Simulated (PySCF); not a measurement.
Fractional electron number in Cr²⁺ (chromium, charge +2)

The 3d alpha orbital of [Ar] 3d4 is emptied in steps (occupation f), with all orbitals relaxed, ending at [Ar] 3d3. Calculation: PySCF 2.14, in aug-cc-pVDZ; no relativity, point nucleus. The exact energy is a straight line in f; departures are measured from the line between the end points of the same method.

Q: Among PBE0, r2SCAN, LC-wPBE, which shows the largest delocalisation error (convex curve), and which is closest to linear?

A: Most convex: r2SCAN (-1.891 eV at f = 0.5); closest to linear: LC-wPBE (-0.758 eV).

| f | PBE0 (eV) | r2SCAN (eV) | LC-wPBE (eV) |
| --- | --- | --- | --- |
| 1 | 0.000 | 0.000 | 0.000 |
| 0.75 | -1.060 | -1.410 | -0.557 |
| 0.5 | -1.425 | -1.891 | -0.758 |
| 0.25 | -1.078 | -1.424 | -0.580 |
| 0 | 0.000 | 0.000 | 0.000 |

```csv
method,E(f=0) − E(f=1) (eV),−ε at f=1 (eV),−ε at f=0.5 (eV)
PBE0,31.796,26.199,31.747
r2SCAN,31.532,24.065,31.494
LC-wPBE,31.915,29.006,31.856
```

Reference removal energy between the ground levels: 30.959 ± 0.025 eV (measured; NIST Atomic Spectra Database, ionization energies). The calculation has no spin-orbit coupling. The determinant left behind need not be the lowest term of the ion.
